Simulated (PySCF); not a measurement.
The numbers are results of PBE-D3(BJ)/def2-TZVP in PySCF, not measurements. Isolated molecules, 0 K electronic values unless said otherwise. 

Reference species (SMILES): `[Cl][GaH2]` (neutral, multiplicity 1).

The HOMO–LUMO gap is 4.48 eV. The dipole moment is 1.88 D and the HOMO is -7.12 eV.

Changed species: `[Cl][GaH][Cl]` (1 of 3 Cl replaced by H; the reference has 2 of 3 Cl replaced by H).

Problem. Predict the effect on the HOMO–LUMO gap, dipole moment and HOMO.

Solution. the HOMO–LUMO gap increases by 0.71 eV, to 5.19 eV; the dipole moment falls by 0.23 D, to 1.65 D; the HOMO decreases by 0.61 eV, to -7.73 eV.
